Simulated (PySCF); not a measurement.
# What a mistake does to a calculation on BCH6OSi

Calculated results; nothing here was measured. They come from PySCF 2.14.0, an open-source quantum chemistry program, on an isolated molecule that a program drew, which may never have been made. The molecule is BCH6OSi (charge 0, doublet), drawn as the SMILES string `[BH][SiH](C)O`.

Each row is a Hartree-Fock (HF) and frozen-core CCSD(T) single point in the cc-pV(D+d)Z basis, meant for a local HF minimum. Run 1 is clean. Each other run has one planted mistake out of seven kinds, and not every kind appears here: one electron removed, one electron added, multiplicity raised by two, geometry at a saddle point, minimal basis STO-3G, one bond length entered in bohr, all coordinates scaled. The reference is restricted for singlets and unrestricted otherwise, and also for a bond in bohr. Adding or removing an electron swaps singlet and doublet. Electrons count all cores. HOMO and LUMO are orbital energies over both spins, the gradient is its largest component, and the lowest frequency (negative if imaginary) is given only where the gradient is small. Bond lengths are over the 9 bonds as drawn. T1 is the CCSD diagnostic: over 0.02 (restricted) or 0.045 (unrestricted) a single reference is doubtful.

Geometry of the clean run:
```xyz
10
BCH6OSi, angstrom
B     0.9316   -1.0467   -0.8184
Si   -0.9209   -0.2695   -0.7230
C    -1.7336   -0.8342    0.8755
O    -0.7809    1.3830   -0.7843
H     1.4350   -2.0835   -1.1331
H    -1.7752   -0.7038   -1.8619
H    -2.7237   -0.3815    0.9874
H    -1.8624   -1.9210    0.8860
H    -1.1360   -0.5511    1.7464
H    -1.5623    1.8913   -0.9403
```

| run | electrons | basis functions | <S^2> | HOMO (eV) | LUMO (eV) | gradient (hartree/bohr) | lowest frequency (cm^-1) | mean bond (Å) | longest bond (Å) | T1 | HF (hartree) | CCSD(T) (hartree) | mistake |
|---|---|---|---|---|---|---|---|---|---|---|---|---|---|
| 1 | 39 | 95 | 0.758 | -8.72 | 1.26 | 2.4e-05 | 128 | 1.3846 | 2.011 | 0.0121 | -429.81958 | -430.37149 | no fault |
| 2 | 39 | 95 | 1.438 | -8.48 | 1.07 | 9.3e-03 | - | 1.5318 | 2.813 | 0.0383 | -429.71297 | -430.25921 | one bond length entered in bohr |
| 3 | 39 | 30 | 0.754 | -6.96 | 6.35 | 5.7e-02 | - | 1.3846 | 2.011 | 0.0083 | -424.63530 | -424.82760 | ? |
| 4 | 39 | 95 | 0.758 | -8.80 | 1.15 | 3.4e-02 | - | 1.4469 | 2.102 | 0.0128 | -429.80284 | -430.36234 | ? |

**Which mistake was planted in run 3, and what did it cost?**

It has 30 basis functions where the clean run has 95, with the same electrons and geometry. So the mistake is: minimal basis STO-3G. Subtracting run 1 and multiplying by 627.51 kcal/mol a hartree, the energy moved by 3253.2 kcal/mol in HF and 3478.8 kcal/mol in CCSD(T).

**Which mistake was planted in run 4, and what did it cost?**

The mean and the longest bond both change by the same factor, 1.045, and the gradient is no longer small. So the mistake is: all coordinates scaled. Subtracting run 1 and multiplying by 627.51 kcal/mol a hartree, the energy moved by 10.5 kcal/mol in HF and 5.7 kcal/mol in CCSD(T).

